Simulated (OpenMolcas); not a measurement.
Mo²⁺.

```json
{
  "Program": "OpenMolcas",
  "Method": "CASSCF",
  "Basis": "ANO-RCC-VQZP [8s7p5d3f2g1h]",
  "Scalar Hamiltonian": "DKH2, point nucleus",
  "Active space": "4 electrons in 10 orbitals (4d 5d)",
  "State averaging": "2S+1 = 5 even, 5 roots; 2S+1 = 3 even, 45 roots; 2S+1 = 1 even, 49 roots",
  "Spin-orbit coupling": "RASSI with atomic mean-field integrals over the reference wave functions, term energies averaged over their components"
}
```

Levels without dynamic correlation, in cm-1 above 4d4 5D0:

```
     Level      E
4d4 3F3(1)  17736
   4d4 3H4  15290
4d4 3P0(1)  15592
   4d4 3G3  19596
```

On this reference, MS-CASPT2, IPEA 0.25 Eh, imaginary shift 0.1 Eh (closed shells correlated: 4s 4p) puts 4d4 3F3(1) at 14410 cm-1.

Question: Estimate the other levels at that method by one scale factor, and say how well it serves.

Answer: The factor is 14410 / 17736 = 0.812. Scaled values beside those that MS-CASPT2 gives and measured ones (Sugar and Musgrove, J. Phys. Chem. Ref. Data 17, 155 (1988)):
```csv
Level,Scaled,MS-CASPT2,Miss (%),Measured
4d4 3H4,12415,13060,-4.9,12680
4d4 3P0(1),12661,11370,+11.4,11149
4d4 3G3,15912,16410,-3.0,15871
```
For these levels the scaled values miss MS-CASPT2 by up to 11.4 %, as correlation changes each term by its own factor, spin-orbit parts do not scale and CASPT2 has its own spread within terms. This holds within one configuration; levels of others move differently, and the target method has errors of its own against measurement.

CASPT2 does not keep the components of a term degenerate, so their means are used; among the terms shown or strongly mixed into the levels shown the widest spread is 410 cm-1 (4d4 3H, MS-CASPT2). Active for correlation alone: 5d; no level in the range computed is led by a configuration that fills it, so any true level of that kind is missing. Without dynamic correlation excited terms often stand tens of per cent too high (terms of higher spin than the ground term too low), and those without a measured partner can miss by more than the paired ones (holds for CASSCF). The CASPT2 spread within a term exceeds the gap to the next term for 4d4 3P(1) and 4d4 3H, so the order of their levels is uncertain (holds for MS-CASPT2). Measured partners are found by configuration, term and J. A level has none where our copy of the source lacks it or the pairing is in doubt (some pairs that miss far off the trend of their configuration count as doubtful), and it then counts in no deviation. Levels of configurations outside the active space are missing.

A number in round brackets counts repeated terms of one configuration in the order of the reference energies.
